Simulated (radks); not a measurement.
Results of a calculation; reference values are marked as such.
Problem. These are the eigenvalues of the occupied orbitals of an atom or ion with whole-number occupations (eV). Level of theory: non-relativistic Kohn-Sham, SCAN, spin-polarised, spherical densities, point nucleus; meta-GGA in the generalised Kohn-Sham scheme (a radial shooting solver on a logarithmic mesh with Libxc functionals).

1s up: -4058.630
1s down: -4057.515
2s up: -524.1639
2s down: -523.5168
2p up: -446.6076
2p down: -445.3692
3s up: -139.6448
3s down: -133.5593
3p up: -118.1433

Which element is it, and in what charge state? The configuration may be excited. Open shells, if any, are filled with parallel spins first.

Solution. Z = 20, calcium, charge +6: Ca6+ in [Ne] 3s2 3p2. The list shows which subshells hold electrons but not how many an open one holds; the 1s level, -149.15 hartree, gives Z - s = 17.3 by -(Z - s)^2/2, which with screening narrows Z to a few neighbours, and the depths of the outer levels then fix element, charge and occupations together.
